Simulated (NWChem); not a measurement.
System: GaI$_{2}$ cation; SMILES [I][Ga+][I]

def2 effective core potentials on I; no spin-orbit coupling.

Q: Give the equilibrium geometry at PBE0/def2-SVP with def2 effective core potentials on I (NWChem) as a list of bonds and angles, with the point group.

A: point group D*h; any orientation.
Bonds (Å): Ga1–I2 2.375, Ga1–I3 2.375. Angles (°): I2–Ga1–I3 180.0.
